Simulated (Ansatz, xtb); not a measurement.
# Relative energy of two isomers of CH4ClGeNSi

Structure a is `N#[C][GeH2][SiH2]Cl`, a singlet and structure b is `N#C[Si@@H](Cl)[GeH3]`, a singlet. Both are isolated molecules in the gas phase, relaxed with r2SCAN-D4/def2-SVP, each in the lowest conformer that the search found.

a (Å):

```xyz
9

C    -0.6771   -1.0461    2.4953
Cl   -0.7609   -0.4649   -2.6842
Ge    0.1056   -1.0690    0.7344
N    -1.2068   -1.0139    3.5328
Si   -1.6089   -0.4288   -0.7876
H     0.6092   -2.4952    0.4978
H     1.2758   -0.0824    0.7628
H    -2.7398   -1.3946   -0.7359
H    -2.0849    0.9490   -0.4882
```

b (Å):

```xyz
9

C    -2.0180    0.3048    1.6641
Cl    0.8579    1.2417    0.7048
Ge   -0.3239   -2.0983   -0.1358
N    -2.7498    0.3225    2.5713
Si   -0.8573    0.1880    0.2196
H    -1.5303    0.8574   -0.9245
H     0.6535   -2.1986   -1.3131
H    -1.6020   -2.8849   -0.4520
H     0.3323   -2.6478    1.1346
```

Question: Estimate E(b) − E(a) at the level CCSD(T)/def2-SVP + ΔMP2/def2-TZVPP.

Answer: Calculated at CCSD(T)/def2-SVP + ΔMP2/def2-TZVPP: E(b) − E(a) = −9.4 kJ/mol, so structure b lies lower.

The same difference at several levels:

```tsv
level	geometry	E(b) − E(a) (kJ/mol)	departure from the last row (kJ/mol)	job, with rough time for the two
GFN2-xTB	GFN2-xTB	+23.4	+32.8	optimisation, 0.23 s
HF/STO-3G	GFN2-xTB	−1.4	+8.0	single point, 0.7 s
r2SCAN-D4/def2-SVP//GFN2-xTB	GFN2-xTB	−15.0	−5.6	single point, 3.7 s
r2SCAN-D4/def2-SVP	r2SCAN-D4/def2-SVP	−15.9	−6.5	optimisation, 41 s
HF/def2-SVP	r2SCAN-D4/def2-SVP	−7.9	+1.5	part of the CCSD(T) run
MP2/def2-SVP	r2SCAN-D4/def2-SVP	−14.0	−4.6	part of the CCSD(T) run
CCSD(T)/def2-SVP	r2SCAN-D4/def2-SVP	−12.9	−3.5	single point
CCSD(T)/def2-SVP + ΔMP2/def2-TZVPP	r2SCAN-D4/def2-SVP	−9.4		single point, 44 s
```

As drawn, b has 1 C–Si, 1 Ge–H in place of 1 C–Ge, 1 Si–H.

GFN2-xTB puts the two in the other order. HF/STO-3G finds them nearly level. The largest departure from CCSD(T)/def2-SVP + ΔMP2/def2-TZVPP is that of GFN2-xTB, 32.8 kJ/mol. The last row adds to CCSD(T) the change of the MP2 difference between the two basis sets, here +3.5 kJ/mol.

With thermal terms from frequencies at re-optimised GFN2-xTB minima (ideal gas, soft modes damped towards free rotors, one conformer each, 298.15 K, 1 atm): the zero-point term adds −0.1 kJ/mol; ΔH is −9.0 and ΔG −10.9 kJ/mol.

The correlated steps freeze 21 core orbitals; the filled d shell of Ge is correlated, in a basis made for valence electrons. Mirror images aren't counted in ΔG. Programs: Ansatz 0.2.0, xtb 6.7.1; the last row on 2 threads of Intel(R) Xeon(R) 6975P-C (Granite Rapids) on a shared host.
